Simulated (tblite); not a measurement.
Compound: C₄H₄O₄Si.
Z-matrix (Å and degrees, GFN2-xTB geometry), rows numbered from 1:
```
C 
C   1  1.3279
Si  2  1.8730  1  124.58
O   3  1.6639  2  110.50  1    -4.49
C   4  1.3344  3  113.55  2  -115.24
O   5  1.1900  4  124.51  3  -180.00
C   5  1.5434  4  109.54  3     0.23
O   7  1.1898  5  125.93  4  -180.00
O   7  1.3349  5  109.47  4     0.08
H   1  1.0786  2  121.94  3  -179.66
H   1  1.0779  2  121.77  3     0.22
H   2  1.0820  1  118.86  3   178.83
H   3  1.4496  2  121.75  1   123.95
```

Computed values, GFN2-xTB/tblite, gas phase, harmonic and unscaled. This tight-binding method is rough: wavenumbers can miss measured ones by several per cent, in bad cases by 10 to 20. Modes of hydrogen on silicon can be 10 to 20 % off. One conformer, not necessarily the lowest.

Harmonic wavenumbers (cm⁻¹): 36.3, 73.7, 91.9, 151.4, 218.3, 324.2, 364.3, 432.8, 448.4, 497.6, 529.5, 573.0, 615.7, 670.5, 700.6, 772.6, 784.1, 842.6, 916.3, 931.0, 1007.2, 1022.7, 1045.8, 1198.2, 1268.7, 1401.8, 1651.7, 1797.7, 1848.8, 2398.2, 3052.5, 3088.8, 3117.2.

A = 2545, B = 1090, C = 915.8 MHz; mass 143.988 u (most abundant isotopes); point group C1, symmetry number 1.

Task: Zero-point energy?

Result: Half the sum of the wavenumbers: 16937 cm⁻¹ = 202.61 kJ/mol.

Task: What is S at 298.15 K and 1 bar for an ideal gas of classical rigid rotors and harmonic oscillators?

Result: Translation 170.84, rotation 122.29, vibration 108.17: S = 401.3 J/(mol K).

Task: And Cp and H(298.15 K) − H(0)?

Result: Cp = 143.35 J/(mol K), of which vibrations give 110.09 (their classical limit is 33 R = 274.4); H(298.15 K) − H(0) = 26.52 kJ/mol without the zero-point energy, 16.61 from vibrations.

Task: How do the functions run with temperature in this model?

Result: 
```json
{"T (K)": "150", "S (J/(mol K))": "323.3", "Cp (J/(mol K))": "88.6", "H − H(0) (kJ/mol)": "9.24", "G − H(0) (kJ/mol)": "-39.26", "ln q(vib)": "2.97"}
{"T (K)": "250", "S (J/(mol K))": "377.5", "Cp (J/(mol K))": "126.6", "H − H(0) (kJ/mol)": "20.02", "G − H(0) (kJ/mol)": "-74.37", "ln q(vib)": "5.23"}
{"T (K)": "400", "S (J/(mol K))": "447.8", "Cp (J/(mol K))": "173.1", "H − H(0) (kJ/mol)": "42.70", "G − H(0) (kJ/mol)": "-136.40", "ln q(vib)": "8.58"}
{"T (K)": "600", "S (J/(mol K))": "526.2", "Cp (J/(mol K))": "213.0", "H − H(0) (kJ/mol)": "81.64", "G − H(0) (kJ/mol)": "-234.05", "ln q(vib)": "12.86"}
{"T (K)": "900", "S (J/(mol K))": "619.7", "Cp (J/(mol K))": "247.1", "H − H(0) (kJ/mol)": "151.17", "G − H(0) (kJ/mol)": "-406.53", "ln q(vib)": "18.65"}
```

q(vib) and H(0) count from the zero-point level.

Task: Which modes carry the vibrational entropy at 298.15 K?

Result: 36.3 cm⁻¹: 22.81; 73.7 cm⁻¹: 16.95; 91.9 cm⁻¹: 15.14; 151.4 cm⁻¹: 11.11; 218.3 cm⁻¹: 8.26; 324.2 cm⁻¹: 5.39 J/(mol K); the other 27 give 28.51 together.

Hindered rotation and anharmonicity are outside this model. Other conformers, if any are populated, would add a mixing term that is left out. The structure is chiral; the term R ln 2 for an equal mix with its mirror image is left out.
